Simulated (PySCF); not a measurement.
Geometry:
| atom | x (Å) | y (Å) | z (Å) |
| --- | --- | --- | --- |
| Ag1 | 0.000 | 0.011 | -1.621 |
| As2 | 0.005 | -0.015 | 0.826 |
| H3 | 0.829 | -1.037 | 1.568 |
| H4 | -1.293 | -0.222 | 1.566 |
| H5 | 0.474 | 1.209 | 1.573 |
| Cl6 | -0.016 | 0.054 | -3.912 |

Geometry: PBE0-D3(BJ)/def2-SVP; GIAO shifts from PySCF 2.14.0 with density-fitted response routines, gas phase, scalar relativity only through the core potential, averaged over equivalent atoms.

At KT2/pcSseg-1 (def2-TZVP on Ag) (120 basis functions, 9.9 s wall time on 1 thread of an Arm Neoverse V2, shared host):
```csv
atoms,δ (ppm)
As2,115.6
H3/H4/H5,3.60
Cl6,18.4
```

Scale: $^{75}$As (1919.92 ppm) against AsH3; $^{1}$H (31.18 ppm) against TMS; HCl for $^{35}$Cl (942.74 ppm) (reference shieldings calculated alike).

**Question.** Predict the values at PBE0/pcSseg-1 (def2-TZVP on Ag) on the same geometry.

**Answer.** 
```csv
atoms,δ at PBE0/pcSseg-1 (def2-TZVP on Ag),change
As2,114.0,-1.6
H3/H4/H5,3.61,+0.01
Cl6,-62.3,-80.7
```

Referencing at the same level of theory: AsH3 for $^{75}$As (σ = 1910.42 ppm); TMS for $^{1}$H (σ = 31.27 ppm); HCl for $^{35}$Cl (σ = 943.27 ppm).

The largest change is at Cl6 (chlorine bonded to Ag). Cost: 120 basis functions, 6.6 s wall time on 1 thread of an Arm Neoverse V2, shared host.

Ag is described by an effective core potential, so it has no shielding of its own here; spin–orbit effects on the atoms bonded to it, which can be large, are absent, and the values of these neighbours are rough. Relativistic effects, spin–orbit coupling among them, are left out; they matter for As and for the light atoms bonded to it.
